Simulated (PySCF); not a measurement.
## Dipole response of Cu²⁺ (copper, charge +2)

[Ar] 3d9, 2D determinant. All numbers are calculated (PySCF 2.14, a scalar-relativistic core potential, in aug-cc-pVTZ-PP with one added diffuse shell each of s, p, d, f, g type with ECP10MDF (7s7p6d4f3g, 113 functions)). Coupled (time-dependent) response in atomic units; α is the mean over directions.

```
 method  mean α (bohr³)         α xx, yy, zz  C₆ (like pair)  S(−4)
LC-wPBE           3.030  2.913, 2.913, 3.265           8.164  4.669
```

S(−4) is the Cauchy moment in α(ω) = α(0) + S(−4) ω² + …

α(iu) at LC-wPBE:

```csv
u (hartree),α(iu) (bohr³)
0,3.030
0.0500,3.019
0.100,2.985
0.200,2.862
0.300,2.692
0.500,2.321
0.750,1.924
1.00,1.622
1.50,1.208
2.00,0.9415
3.00,0.6220
5.00,0.3325
```

A single London oscillator, α(iu) = α/(1 + u²/ω²), gives C₆ = (3/4) ω α². Matching the computed C₆ needs ω = 4 × 8.164 / (3 × 3.030²) = 1.19 hartree.

For an ion, C₆ is the dispersion term alone; charge-induced terms of lower order in 1/R come first.

The components differ because the open shell of this determinant is not spherical; for a pure term their mean is the scalar polarisability.

Energies and moments cover only the electrons outside the core potential.
